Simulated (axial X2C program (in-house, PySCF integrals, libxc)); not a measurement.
# Nuclear properties of KC⁻

Computed with an in-house all-electron X2C program for linear molecules (integrals from PySCF): two-component X2C with atomic mean-field Coulomb and Gaunt terms, Gaussian nuclei, basis K dyall-acv3z, C dyall-av3z with contracted cores.

R = 2.663 Å (near the PBE0 minimum at charge -1 of the determinant lowest at the starting distance; the state shown can have its own minimum elsewhere).

Input and command:
```json
{"zs": [19, 6], "q": -1, "bas": ["dyall-acv3z", "dyall-av3z"], "r0": 2.6, "levels": ["PBE0", "HF", "PBE50", "BP86", "B3LYP"], "nst": 3}
```
```bash
python soeom.py task.json out
```

Keys: zs atomic numbers; q charge; bas basis sets; r0 starting distance in Å; levels methods; nst determinants followed.

Determinant lowest in the PBE0 search, Ω = 1 (⟨Sz⟩ = 1.00, ⟨Lz⟩ = 0.00 at PBE0), spin on the atoms K -0.44, C 1.44:

| level | Eeff magnitude (GV/cm) | Ws magnitude K (kHz) | A∥/gI K (MHz) | qzz K (a.u.) | A∥/gI C (MHz) | qzz C (a.u.) |
| --- | --- | --- | --- | --- | --- | --- |
| PBE0 | 0.134 | 0.0497 | -33.4 | -0.40 | -5.87 | -0.02 |
| HF | 0.115 | 0.0421 | -15.2 | -0.49 | 30.2 | -0.05 |
| PBE50 | 0.133 | 0.0492 | -29.7 | -0.42 | -3.63 | -0.03 |
| BP86 | 0.137 | 0.0512 | -47.6 | -0.34 | 3.9 | -0.01 |
| B3LYP | 0.151 | 0.0565 | -59.3 | -0.39 | 22.4 | -0.02 |

Eeff is the effective electric field on the electron electric dipole moment in this Ω state and Ws the scalar–pseudoscalar constant of the nucleus named (defined with the proton number Z and per Ω); A∥ (defined per Ω) follows by multiplying with gI = μI/(I μN); qzz is the electric field gradient, eQq0 = 234.96 MHz × Q/barn × qzz. The operators were transformed with the bare-nucleus X2C matrices; with these basis sets, hyperfine constants and field gradients can be off by tens of per cent, and where levels differ in sign neither size nor sign is settled.

Problem. With Q(39K) = 0.0603 barn (Q from Pyykkö, Mol. Phys. 2018), turn the PBE0 values of the first state into constants in MHz.

Solution. eQq0(39K) = 234.96 × (0.0603) × (-0.40) = -5.67 MHz.

Each state is one determinant with collinear spin, which with several unpaired electrons need not be a pure state. Unrestricted Hartree–Fock can overshoot spin polarisation at the nuclei. For an anion, determinants above electron detachment, or with a positive highest level, are held by the basis set. With several open shells hyperfine constants can be off by a factor of several. In the state Ω = 1 the atomic spins oppose each other (-0.44, 1.44): a broken-symmetry determinant whose values are not spin-projected. Open-shell Ω = 0 determinants with evenly filled partner blocks cannot be reached by this program, so the Ω shown need not be the lowest component. States lie within half an eV, so the first need not be the ground state. Further determinants of the search, some of them spin-mixed, are not shown. Where a field gradient or hyperfine factor spreads by more than a factor of two over the levels, a constant derived from it is not to be relied on.
